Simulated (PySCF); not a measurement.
**Excitation energy of Mn by level of theory**

Mn [Ar] 3d5 4s2 (6S) → Mn [Ar] 3d4 4s2 5s1 (6D), as a difference of total energies. Calculation: PySCF 2.14, in aug-cc-pwCVTZ (10s9p7d4f3g, 127 functions); the non-relativistic Hamiltonian (point nucleus). Correlated levels: valence: [Ar] frozen; valence and next inner shell: [Ne] frozen; nothing frozen. The calculations carry no spin-orbit coupling.

| method | excitation energy (eV) |
| --- | --- |
| UHF | 10.925 |
| LDA | 12.441 |
| PBE | 12.066 |
| PBE0 | 11.933 |
| r2SCAN | 12.257 |
| r2SCAN0 | 12.080 |
| B97-3 | 11.900 |
| M06-2X | 11.530 |
| MP2 (valence) | 11.616 |
| SCS-MP2 (valence) | 10.991 |
| MP2 (valence and next inner shell) | 11.995 |
| SCS-MP2 (valence and next inner shell) | 11.441 |
| MP2 (all electrons) | 12.020 |
| SCS-MP2 (all electrons) | 11.458 |

Problem. How much does correlation contribute at MP2 (all electrons)?

Solution. 12.020 − (10.925) = 1.095 eV, measured against UHF.

A first-order spin-orbit estimate (lowest level to lowest level, LS coupling) adds -0.071 eV.

The upper state lies above the first ionisation limit, where it may autoionise and the basis confines it. A Rydberg-like electron needs more diffuse functions than a valence basis has.

The promoted electron is Rydberg-like, and one or two diffuse shells describe it only roughly, which tends to raise the upper state.
